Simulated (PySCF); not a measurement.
HFSi, charge +1, doublet, at a GFN2-xTB geometry (a state made from the parent by changing its charge; the spin is typed, not shown lowest).

Here is a job for PySCF.
```python
from pyscf import gto, scf

mol = gto.M(
    atom='''
Si   -0.270919   -0.356726    0.337084
H    -1.036664   -1.365046   -0.396130
F     0.536614    0.706579   -0.480339
''',
    basis='def2-svp',
    charge=1,
    spin=1,
    verbose=4,
)

mf = scf.UHF(mol)
mf.kernel()
```

What total energy does HF/def2-SVP in PySCF give?

-388.4594 Eh

Estimate the Mulliken (on the basis functions themselves) charges in atom order that HF/def2-SVP returns for this input.

Si1 1.27, H2 0.07, F3 -0.33

Estimate the HOMO energy that HF/def2-SVP returns for this input.

-19.04 eV

What number of basis functions does HF/def2-SVP give?

37

Estimate the <S^2> that HF/def2-SVP returns for this input.

0.760

These values belong to the state on which the SCF converged, which isn't shown to be the lowest.
